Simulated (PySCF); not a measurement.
C3F3, SMILES [C]#CC(F)(F)F, multiplicity 2.

The structure is a stationary point at PBE-D3(BJ)/def2-SVP. The isomer is the one that the SMILES or the coordinates give; other isomers of the formula were not compared.

These are SMD-M06-2X/6-31G* in PySCF values and carry that method's errors.

Solvation free energies are E(SMD) − E(gas) at the gas-phase geometry, for 1 M in both phases. In vacuum the dipole moment is 1.39 D.

```
solvent     ΔG(solv) (kcal/mol)  its non-electrostatic (CDS) part  dipole (D)
----------  -------------------  --------------------------------  ----------
water                         ?                                 ?           ?
benzene                     1.0                               1.7        1.52
2-propanol                  1.9                               3.3        1.66
```

### Question
Fill in the missing entries. (Estimate from the structure and the level; the computed values follow.)

### Answer

- water, ΔG(solv) (kcal/mol): 4.6
- water, its non-electrostatic (CDS) part: 6.0
- water, dipole (D): 1.67
